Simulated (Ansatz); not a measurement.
Reaction: GeAsH5 (SMILES [GeH3][AsH2]) → GeAsH4 (SMILES [GeH2][AsH2], doublet) + H (doublet) (the Ge-H bond breaks)
Each species at its own B3LYP-D3(BJ)/def2-TZVP minimum (Ansatz, a first-principles code).

Total energies in hartree (Ansatz). Radicals and triplets start from unrestricted determinants; spin-orbit coupling is neglected. Cores are frozen in correlated methods (noble-gas shells, and filled d and f shells in the p block). No relativity. Where a partner has so few electrons that a lower coupled-cluster level is exact, that level stands in.

```tsv
species	HF/cc-pVTZ	CCSD(T)/cc-pVTZ	HF/cc-pVQZ	CCSD(T)/cc-pVQZ	CCSDT(Q)/cc-pVTZ
1: GeAsH5 (SMILES [GeH3][AsH2])	-4312.55659	-4312.88465	-4312.56379	-4312.90916	-4312.88641
2: GeAsH4 (SMILES [GeH2][AsH2], doublet)	-4311.95069	-4312.24963	-4311.95758	-4312.27266	-4312.25153
3: H (doublet)	-0.49981	-0.49981	-0.49995	-0.49995	-0.49981
```

### Question
Work out the bond dissociation energy (electronic) in kcal/mol: take Hartree-Fock from cc-pVQZ, extrapolate the CCSD(T) correlation energy as X^-3 (X = 3, 4), and add CCSDT(Q) - CCSD(T) in cc-pVTZ. 1 hartree = 627.51 kcal/mol.

### Answer

Species 1: correlation (64·(-0.34537) - 27·(-0.32806))/37 = -0.35800; step -0.00176; E1 = -4312.56379 + (-0.35800) + (-0.00176) = -4312.92355
Species 2: correlation (64·(-0.31508) - 27·(-0.29894))/37 = -0.32686; step -0.00190; E2 = -4311.95758 + (-0.32686) + (-0.00190) = -4312.28634
Species 3: correlation (64·(0.00000) - 27·(0.00000))/37 = 0.00000; step +0.00000; E3 = -0.49995 + (0.00000) + (+0.00000) = -0.49995
-1·E1 +1·E2 +1·E3 = 0.13726 hartree = 86.1 kcal/mol.
